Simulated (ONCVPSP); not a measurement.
chlorine (Cl): one change to an ONCV potential, before and after

Cl, optimised norm-conserving Vanderbilt (ONCV), made with ONCVPSP 4.0.1 (PBE, scalar-relativistic). Core [He], reference 2s2 2p6 3s2 3p3 (charge +2). Waves: 2s+3s: rc 0.60 bohr, ncon 4, nbas 8, qcut 21.9 1/bohr, 2 projectors; 2p+3p: rc 0.75 bohr, ncon 4, nbas 8, qcut 18.1 1/bohr, 3 projectors, debl 3.7 Ha; d scattering state at 0.35 Ha: rc 0.65 bohr, ncon 4, nbas 7, qcut 17.1 1/bohr, 3 projectors, debl 3.5 Ha. Local part: polynomial inside 0.50 bohr (lpopt 1, dvloc0 1 Ha). Core correction: polynomial model core, fcfact 0.7.

All-electron outer shells of the reference configuration (PBE, scalar-relativistic, ld1.x):

```
shell  level (eV)  outermost node (bohr)  outermost maximum (bohr)
   1s    -2779.99                      –                      0.06
   2s     -280.59                   0.12                      0.36
   2p     -219.61                      –                      0.30
   3s      -44.92                   0.55                      1.24
   3p      -31.68                   0.53                      1.36
```

Change: p: qcut 22.8.

Cutoffs: the cutoffs (Ha) at which the residual kinetic energy of the hardest occupied pseudo-wave falls to 1 and 0.1 mHa per electron; they do not see the model core or the augmentation charge, which bear on the density cutoff. Errors are all-electron minus pseudo energies relative to the spin-unpolarised reference configuration.

Task: Predict the effect on cutoff, ghosts and configuration errors.

Result: The potential gets neither clearly harder nor softer (163 Ha and 192 Ha → 177 Ha and 201 Ha); of the 4 tests that both files solve, the error grows in 0 and shrinks in 2 by more than 15 % and 0.3 meV (median size 2.4 → 2.2 meV); neither file shows a bound ghost.

```tsv
quantity	base	changed
cutoff, loose	163 Ha	177 Ha
cutoff, tight	192 Ha	201 Ha
loose cutoff by channel	s 163 Ha, p 140 Ha	s 163 Ha, p 177 Ha
bound ghosts	none	none
GHOST(+) flags under 300 eV	d at 159.5 eV	d at 159.5 eV
largest miss of a reference level, eV	0.06	0.06
error for 2s2 2p6 3s2 3p5, meV [ΔE -39.32 eV]	+3.3	+3.0
error for 2s2 2p6 3s2 3p4, meV [ΔE -25.45 eV]	+1.5	+1.4
error for 2s2 2p6 3s2 3p2, meV [ΔE 38.31 eV]	+1.5	+0.8
error for 2s2 2p6 3s2 3p1, meV [ΔE 90.55 eV]	+10	+7.1
s: phases at 0.61 bohr within 0.05 rad from the reference energy up to (Ha; the scan ends near 5)	to the end of the scan	to the end of the scan
p: phases at 0.76 bohr within 0.05 rad from the reference energy up to (Ha; the scan ends near 5)	to the end of the scan	to the end of the scan
d: phases at 0.66 bohr within 0.05 rad from the reference energy up to (Ha; the scan ends near 5)	to the end of the scan	to the end of the scan
rms error of d²Exc/dni dnj with the model core, mHa	3.01	2.88
```
